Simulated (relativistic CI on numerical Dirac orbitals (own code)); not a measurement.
Tb3+: calculation against measurement

Calculated at this level of theory: Dirac-Coulomb-Breit CI, orbitals from a KLI potential per configuration, model QED, valence Slater integrals scaled by 0.85, configuration energies shifted to the measured levels that pair with them (semi-empirical) (own radial code, finite nucleus).

Configuration list (outside the closed core [Kr] 4d10 5s2): 4f8 5p6, 4f7 5p6 5d, 4f7 5p6 6p, 4f7 5p6 6s, 4f10 5p4, 4f9 5p5, 4f7 5p6 7s. Levels of other configurations are missing.

```tsv
Configuration	Term (tabulated)	J	Measured (cm⁻¹)	Computed	Error	Purity (%)
4f8 5p6	7F	6	0.0	0	0	95
4f8 5p6	7F	5	2051.6	2055	3	97
4f8 5p6	7F	4	3314.2	3283	-31	95
4f8 5p6	7F	3	4292.3	4255	-37	94
4f8 5p6	7F	2	4977.9	4935	-43	94
4f8 5p6	7F	1	5431.8	5387	-45	94
4f8 5p6	7F	0	5653.8	5607	-47	94
4f7 5p6 5d	9D°	3	51800.8	51828	27	95
4f7 5p6 5d	9D°	4	52399.6	52372	-27	94
4f7 5p6 5d	9D°	5	53316.6	53186	-130	94
4f7 5p6 5d	7D°	5	62680.6	64405	1725	93
```

Measured levels from Martin, Zalubas and Hagan, Atomic Energy Levels: The Rare-Earth Elements, NSRDS-NBS 60 (1978); pairs were made by configuration, J and term (by order where the table uses no LS term), so strongly mixed levels may be paired wrongly.

Mean error by configuration (cm⁻¹): 4f8 5p6 -33; 4f7 5p6 5d 399. Over the excited levels the mean absolute error is 212 cm⁻¹ (10 of the 10 excited levels that our extract of the source holds in range could be paired), and the median relative error of those above 1,000 cm⁻¹ is 0.83 %, both after the shifts were fitted to these levels, so that a configuration with one level shows no error. Some levels of the ground configuration have no partner.

Configurations whose levels could be paired with our table of measured levels were shifted onto them, all but the ground configuration, by the median error of their levels; single terms can still be off by 1,000 to 2,000 cm⁻¹ or more, and rates follow the energies as ν³ (E1, M1) or ν⁵ (E2). The others borrow a shift and can be off by several thousand cm⁻¹ or more. The fine structure of a lone outer electron comes out too small, for d and f at times inverted, and misplaced configurations move strength between like terms. 10 of the 10 excited levels that our extract of the measured tables holds in this range could be paired (the sources list more); they are missed by 212 cm⁻¹ on average and 1725 at most, after the shifts were fitted to these levels, and levels without a partner can miss by more. Some levels of the ground configuration have no partner and can miss by 10 % or more.

Shifts applied (cm⁻¹): 4f8 5p6 0; 4f7 5p6 5d 11536.
